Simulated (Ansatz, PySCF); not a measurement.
CH10FNSi3, SMILES N[SiH2][Si@@H](F)C[SiH3].

Geometry: B3LYP-D3(BJ)/def2-SVP. The structure was generated by enumeration; whether it is a known compound was not checked. The values are those of a single conformer.

Vertical ionisation energy (IE) and electron affinity (EA) in eV. Rows of orbital energies are one-electron estimates. Where ΔSCF, EOM or ADC give a negative EA the extra electron is unbound and the value depends on the basis.

```json
[
 {"level": "−ε(HOMO), −ε(LUMO), r2SCAN/def2-TZVP (PySCF)", "IE": "6.31", "EA": "0.86"},
 {"level": "−ε(HOMO), −ε(LUMO), PBE/def2-TZVP (PySCF)", "IE": "6.01", "EA": "1.20"},
 {"level": "ΔSCF, PBE0/def2-SVPD (Ansatz), final states of multiplicity 2 and 2", "IE": "9.22", "EA": "-0.92"},
 {"level": "ΔSCF, PBE/def2-SVPD (Ansatz), final states of multiplicity 2 and 2", "IE": "8.80", "EA": "-0.69"}
]
```

Question: What vertical singlet–triplet gap does ΔSCF give with PBE0/def2-SVPD (Ansatz, a first-principles code) and with PBE/def2-SVPD (Ansatz)? (The exact figures need the calculation; the answer reports its results.)

Answer: 5.31 and 4.84 eV (triplet above singlet where positive).
